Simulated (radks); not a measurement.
Question: The mean radii <r> (bohr) of the occupied orbitals of an atom or ion are listed with their occupations. Calculated with a radial shooting solver on a logarithmic mesh with Libxc functionals: scalar-relativistic Kohn-Sham, LDA (Slater exchange, VWN5 correlation), spin-polarised, spherical densities, finite nucleus; Fermi nuclear charge, rms radius of each element as measured or else 0.836 A^(1/3) + 0.57 fm.

orbital  occ.      <r>
1s up       1  0.02003
1s down     1  0.02003
2s up       1  0.08494
2s down     1  0.08494
2p up       3  0.07543
2p down     3  0.07543
3s up       1   0.2212
3s down     1   0.2211
3p up       3   0.2205
3p down     3   0.2203
3d up       5   0.2000
3d down     5   0.1997
4s up       1   0.4941
4s down     1   0.4942
4p up       3   0.5219
4p down     3   0.5221
4d up       5   0.5555
4d down     5   0.5558
5s up       1    1.040
4f up       7   0.6135
4f down     2   0.6154

Name the element and its charge. Open shells, if any, are filled with parallel spins first.

Answer: Z = 69, thulium, charge +13: Tm13+ in [Kr] 4d10 4f9 5s1. The 1s radius gives Z: for a bare nucleus <r> = (2 gamma + 1)/(2Z) with gamma = sqrt(1 - (Z/c)^2), 0.01977 bohr for Z = 69, and screening makes it slightly larger (0.02003 here). The occupations add up to 56, and the charge is Z minus that.
